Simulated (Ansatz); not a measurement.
Isolated molecules relaxed with PBE0-D4/def2-TZVP in Ansatz; ΔE leaves out vibrations. CCSD(T)/CBS is the MP2 limit (def2-TZVPP, def2-QZVPP) plus CCSD(T) − MP2 in def2-TZVPP, frozen cores. This one scheme is used for every species. Functionals use def2-TZVPP. def2 core potentials past Kr. For W outer-core shells are correlated without core-valence functions, which leaves a few kJ/mol of doubt a bond. One conformer a species, not always the lowest.

Reaction (formal exchange of groups at a W–Cl bond): `[NH2][W](=[O])(=[O])[Cl]` + CH₄ → `[CH3][W]([NH2])(=[O])=[O]` + HCl

```json
{"level": "PBE", "ΔE (eV)": "1.47"}
{"level": "BLYP", "ΔE (eV)": "1.50"}
```

(1) What does CCSD(T)/CBS give? (An estimate is asked.)

Largest T1 diagnostic among the species: 0.022, so the coupled-cluster value is less sure than usual.

Results:

(1) Ansatz gave: +1.41 eV. The listed levels differ from it by 0.06, 0.09 eV.

From r2SCAN to r2SCAN0 (25 % exact exchange), in def2-TZVPP and without D4, ΔE moves by −0.04 eV. Leaving LDA and LC-ωPBE aside and taking each functional with its dispersion term where it has one, the values, not all of them listed here, spread over 0.16 eV, from ωB97M-V to B97M-V. LDA lies −0.06 eV from PBE without D4.
